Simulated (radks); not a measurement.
Values are calculated unless marked as measured or tabulated.
Effect of the nuclear size on neutral rhenium, [Xe] 4f14 5d5 6s2. Code: a radial shooting solver on a logarithmic mesh with Libxc functionals. Model: Dirac Kohn-Sham, PBE, spin-unpolarised, spherical densities, finite nucleus; open shells fill j = l - 1/2 first; Fermi nuclear charge, rms radius 5.3698 fm. The rms radius is varied about that value; shifts are against it.

| rms radius (fm) | total energy shift (eV) | density at nucleus (e/bohr^3) | 1s1/2 shift (meV) | 2s1/2 shift (meV) | 5s1/2 shift (meV) | 5p1/2 shift (meV) | 6s1/2 shift (meV) | 5d5/2 shift (meV) | 6p1/2 (empty) shift (meV) |
|---|---|---|---|---|---|---|---|---|---|
| 4.6127 | -17.2 | 1.633e+06 | -6940 | -987 | -9.26 | 0.522 | -0.630 | 0.569 | 0.204 |
| 5.0584 | -7.26 | 1.58e+06 | -2940 | -417 | -3.92 | 0.221 | -0.266 | 0.241 | 0.086 |
| 5.3698 | 0 | 1.547e+06 | 0.000 | 0.000 | 0.000 | 0.000 | 0.000 | 0.000 | 0.000 |
| 5.6276 | 6.22 | 1.521e+06 | 2520 | 358 | 3.36 | -0.189 | 0.228 | -0.206 | -0.074 |
| 6.4867 | 28.3 | 1.446e+06 | 11400 | 1630 | 15.3 | -0.858 | 1.04 | -0.938 | -0.336 |

Slopes of the eigenvalues against <r^2> in GHz/fm^2, as finite differences over the two radii next to the reference (eigenvalue slopes, not the field-shift constants of lines): 1s1/2 217000, 2s1/2 30800, 5s1/2 289, 5p1/2 -16.3, 6s1/2 19.7, 5d5/2 -17.8, 6p1/2 (empty) -6.38.
